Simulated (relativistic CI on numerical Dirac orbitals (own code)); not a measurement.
**One change at a time: Pb XXXVI**

Base calculation: Dirac-Coulomb-Breit CI, separate exchange-only KLI orbitals for each configuration, model QED (radiative potential, 1s self-energy scaled to tabulated hydrogen-like ionisation energies), unscaled Slater integrals.

Configurations in the expansion (outside the closed core [Ar] 3d10): 4s2 4p6 4d10 4f, 4s2 4p6 4d9 4f2, 4s2 4p6 4d10 5s, 4s2 4p5 4d10 4f2, 4s2 4p6 4d10 5p, 4s 4p6 4d10 4f2, 4s2 4p6 4d10 5d, 4s2 4p6 4d9 4f 5s, 4s2 4p6 4d10 5f, 4s2 4p6 4d9 4f 5p, 4s2 4p6 4d10 5g, 4s2 4p6 4d10 6s, 4s2 4p6 4d10 6p, 4s2 4p5 4d10 4f 5s, 4s2 4p6 4d10 6d, 4s2 4p6 4d9 4f 5f, 4s2 4p6 4d10 6f, 4s2 4p6 4d10 7s, 4s 4p6 4d10 5s2, 4s2 4p6 4d10 7d, 4s2 4p5 4d10 4f 5d. Double excitations out of closed p, d and f shells are left out; levels of such configurations are missing from the list, as are those of other unlisted configurations, and high levels can miss mixing partners.

Variants: (1) valence Slater integrals scaled by 0.9; (2) QED terms removed. Shifts of the energy above 4s2 4p6 4d10 4f 2F°_5/2, in cm⁻¹, for the lowest level and the first level of each name with at least 55 % of one term (blank where a level changes its place among those of its configuration and J or its character, or is not in the variant):

```tsv
Level	Base	Δ(1)	Δ(2)
4s2 4p6 4d10 4f 2F°_5/2	0	0	0
4s2 4p6 4d10 4f 2F°_7/2	59774	+1	-215
4s2 4p6 4d9 4f2 4F_3/2	1869599	+12060	+382
4s2 4p6 4d9 4f2 4F_9/2	1945198	+9678	+183
4s2 4p6 4d9 4f2 4K_15/2	1956658	+7694	+202
4s2 4p6 4d9 4f2 4K_17/2	1981944	+6869	+126
4s2 4p6 4d9 4f2 2D_3/2	2001738	+3368	+213
4s2 4p6 4d9 4f2 2L_17/2	2030624	+3849	+71
4s2 4p6 4d9 4f2 2F_7/2	2031017	+4683	+49
4s2 4p6 4d9 4f2 2I_13/2	2035677	+4550	+26
4s2 4p6 4d9 4f2 4I_15/2	2036103	+3132	+69
4s2 4p6 4d9 4f2 2K_15/2	2097262	-3506	+105
4s2 4p6 4d10 5s 2S_1/2	2109963	+1954	-5294
4s2 4p6 4d9 4f2 4K_11/2	2136126	+6157	-120
```

At this charge energies of transitions that change n are usually good to better than 1 %, and those within a shell (Δn = 0) to a few per cent.

Ionisation energy from the two ground configurations alone: base 1403.13 eV. The NIST ASD value (theoretical) is 1430 eV.

LS names give the leading component of a level, which can be under half, so a name can repeat, a term be missing and a line seem to break the LS rules.
